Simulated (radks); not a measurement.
Problem. All-electron atom: the magnesium ion Mg3+ in [He] 2s1.75 2p5 3d0.25 (fractional occupations, a model configuration). Calculated with a radial shooting solver on a logarithmic mesh with Libxc functionals: Dirac Kohn-Sham, SOGGA, spin-unpolarised, spherical densities, point nucleus; open shells fill j = l - 1/2 first. Some entries of the table are withheld. Estimate them.

orbital,occ.,eigenvalue (hartree),<r^2> (bohr^2),<1/r> (bohr^-1)
1s1/2,2,-48.52337,0.02303,11.62
2s1/2,1.75,-4.89519,(1),(2)
2p1/2,2,-3.70774,0.5032,(3)
2p3/2,3,-3.69563,0.5059,(4)
3d3/2,0.25,(5),(6),0.4440
3d5/2,0,(7),(8),0.4439

Solution. 
(1) 2s1/2 <r^2> (bohr^2): 0.5312
(2) 2s1/2 <1/r> (bohr^-1): 2.191
(3) 2p1/2 <1/r> (bohr^-1): 2.084
(4) 2p3/2 <1/r> (bohr^-1): 2.076
(5) 3d3/2 eigenvalue (hartree): -0.66674
(6) 3d3/2 <r^2> (bohr^2): 8.537
(7) 3d5/2 eigenvalue (hartree): -0.66668
(8) 3d5/2 <r^2> (bohr^2): 8.540
